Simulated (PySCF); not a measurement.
How the method changes the constants of MgTl⁻

State: ³Σ⁻ (triplet), unpaired electrons π ↑↑. Set-up: Mg aug-cc-pVDZ, Tl aug-cc-pVDZ-PP with ECP60; scalar-relativistic core potentials (PySCF 2.14). De refers to Mg + Tl⁻ in their high-spin ground configurations, without counterpoise correction. The functionals are run spin-unrestricted. A positive dipole points towards Tl; it is taken about the centre of mass and depends on that origin.

| Level | Re (Å) | ωe (cm⁻¹) | De (eV) | μ (D) | CPU s a point (SCF and correlation, without the integrals) |
| --- | --- | --- | --- | --- | --- |
| ROHF-MP2 | 2.871 | 174 | 0.78 | n/a | 0.42 |
| ROHF-SCS-MP2 | 2.911 | 160 | n/a | n/a | n/a |
| PBE | 2.891 | 169 | 0.90 | 4.53 | 0.85 |
| TPSS | 2.874 | 174 | 0.92 | 4.83 | 1.3 |
| r²SCAN | 2.832 | 183 | 0.98 | 4.33 | 1.4 |
| r²SCANh | 2.832 | 183 | 0.96 | 4.24 | 1.5 |
| PBE0 | 2.881 | 170 | 0.85 | 4.34 | 1.4 |
| ωB97X | 2.896 | 165 | n/a | 4.18 | 1.4 |
| B2PLYP | 2.909 | 162 | 0.69 | 3.74 | 0.98 |

The bond length runs from 2.832 Å (r²SCAN) to 2.911 Å (ROHF-SCS-MP2). De spans 0.69 eV (B2PLYP, double hybrid) to 0.98 eV (r²SCAN, meta-GGA).

Correlated steps freeze 5 core orbitals. Correlated levels converge slowly with the basis: in double zeta they bind strong bonds too weakly, by up to about 1 eV, and carry superposition errors of some tenths. Spin–orbit coupling is left out, which matters for elements this heavy, above all for dissociation energies. For an ion De counts to the pair picked by the measured ionisation energies or electron affinities, which need not be the lowest pair at this level. The highest Kohn–Sham level is positive in this anion. Much of that is self-interaction error, but it also means that the finite basis helps to hold the extra electron. B2PLYP dipoles, levels and charges come from its SCF part alone. The state is the lowest determinant that a PBE0 search found; another state may lie lower at other levels.

The whole job (state search and all levels along the bond) took about 2.8 min on 1 thread of Arm Neoverse V1 (shared host), peak memory 0.88 GiB.
